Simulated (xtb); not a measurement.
erbium atom (Er), triplet (GFN-xTB shapes and energies of metal compounds can be far from the true ones) (GFN-xTB holds the 4f electrons in the core, so unpaired electrons go into valence orbitals and the state isn't the physical one). Base run: xtb 6.7.1 with GFN0-xTB.

Geometry (Å):
```xyz
1

Er     0.0000     0.0000     0.0000
```
Charge 0, spin multiplicity 3.
All else is at xtb's defaults.
Base energy -1.05316 Eh.

Each row names what was changed in the base input (with any setting that the change needs).

```json
[
 {"change": "base", "ΔE vs base (mEh)": "0.000"},
 {"change": "acc = 30", "ΔE vs base (mEh)": "0.000"},
 {"change": "etemp = 10", "ΔE vs base (mEh)": "2.298"},
 {"change": "etemp = 10000", "ΔE vs base (mEh)": "-141.1"},
 {"change": "etemp = 3000", "ΔE vs base (mEh)": "-24.285"}
]
```
